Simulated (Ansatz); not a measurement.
Input for Ansatz (a first-principles code): R-r2SCAN/def2-TZVPP on CH4OSi (SMILES CO[SiH]), a point of a torsion scan.

Ansatz 0.2 input:
```yaml
crystal:
  periodic: [false, false, false]
  atoms:
    - {symbol: C, position_ang: [-0.77271821, -0.20654682, 0.05965552]}
    - {symbol: O, position_ang: [-0.27638370, 1.00954689, -0.41335190]}
    - {symbol: Si, position_ang: [-0.79161396, 2.08952196, -1.50857543]}
    - {symbol: H, position_ang: [-0.24782071, -1.02988501, -0.43293207]}
    - {symbol: H, position_ang: [-1.84499343, -0.30918314, -0.13305435]}
    - {symbol: H, position_ang: [-0.59553524, -0.26264370, 1.13561363]}
    - {symbol: H, position_ang: [-2.11770819, 1.50865259, -1.89958511]}
basis:
  gaussian:
    orbitals: def2-TZVPP
hamiltonian:
  xc: {name: r2SCAN}
scf: {lower_state_search: off}
```

The log:

```
WARN ansatz: RAYON_NUM_THREADS=1 ignored (pool sized by the plan → 1); use --threads N
Functional definition: r2SCAN
these checks for a lower state are left out or cut short: stability, starts, cluster_reference, orbital_swaps, neighbouring_geometries, increment
integrals: 0.06 GiB planned
855 factors; their error is unknown
mean field: 0.52 GiB planned
mean field evaluation 1: about -11018.3600 eV, gradient 5.8e1 eV
mean field evaluation 2: about -10977.5418 eV, gradient 1.4e2 eV
mean field evaluation 4: about -11024.8680 eV, gradient 9.3e0 eV
mean field evaluation 8: about -11025.0126 eV, gradient 4.2e-1 eV
mean field evaluation 16: about -11025.0128 eV, gradient 2.6e-5 eV
mean field -11025.01277466 eV, -405.1617464467 hartree, gradient 4.4e-6 eV, S^2 0.000000; 0 other end points of the search recorded, 0 dependent functions left out
reference -11025.01278537 eV, -405.1617468401 hartree; 16, 16 occupied and 144, 144 virtual orbitals, 855 factors
Total energy: -11025.01278537 eV, -405.1617468401 hartree
Checks for a lower state left out: stability, starts, cluster_reference, orbital_swaps, neighbouring_geometries, increment
```

Self-consistency was reached.

Cost: very roughly 1.4 core-seconds.
